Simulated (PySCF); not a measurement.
## Basis and Hamiltonian dependence of the excitation energy of Fe(2+)

Fe(2+) [Ar] 3d6 (5D) → Fe(2+) [Ar] 3d5 4s1, s spin flipped. Calculated with PySCF 2.14 from differences of total energies of unrestricted determinants, without spin-orbit coupling. Values in eV.

| basis | Hamiltonian | functions | UHF | PBE | PBE0 | MP2 (valence) |
| --- | --- | --- | --- | --- | --- | --- |
| ANO-RCC-VTZP | spin-free X2C | 59 | 3.798 | 5.635 | 5.387 | 4.910 |
| aug-cc-pVDZ | non-relativistic | 59 | 4.069 | 5.916 | 5.673 | 4.967 |
| x2c-TZVPPall | spin-free X2C | 64 | 3.530 | 5.508 | 5.224 | 4.589 |
| x2c-TZVPPall with one added diffuse shell each of s, p, d, f type | spin-free X2C | 80 | 3.524 | 5.493 | 5.211 | 4.572 |
| aug-cc-pVTZ with one added diffuse shell each of s, p, d, f, g type | non-relativistic | 118 | 3.898 | 5.839 | 5.562 | 4.941 |
| aug-cc-pwCVTZ-DK | spin-free X2C | 127 | 3.487 | 5.430 | 5.150 | 4.600 |

Frozen in the all-electron rows: valence: [Ar].

At MP2 (valence), ANO-RCC-VTZP lies more than 0.3 eV from the median of the rows with comparable relativity. Of these, ANO-RCC-VTZP has no diffuse functions of the l that the added or promoted electron needs.

In the upper determinant the s electron has its spin opposite to the other open shell, which mixes two multiplicities. Non-relativistic rows lack the scalar-relativistic shift.
